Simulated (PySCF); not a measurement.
## Electron correlation in Ne (neon, neutral)

[Ne], closed-shell 1S. Computed with PySCF 2.14 in def2-TZVPPD (6s4p3d1f, 40 functions), with no relativity, point nucleus. Frozen: nothing; 10 electrons correlated.

```tsv
level	correlation energy (mhartree)
CCSD	-285.95
(T)	-4.50
CCSD(T)	-290.45
```

Diagnostics: T1 = 0.0068, D1 = 0.0120, largest double amplitude 0.027.

Question: Is a single reference adequate?

Answer: Yes: T1 lies below 0.03 and no double amplitude reaches 0.07.

This basis was not built for core-valence correlation, so the inner-shell part is incomplete.
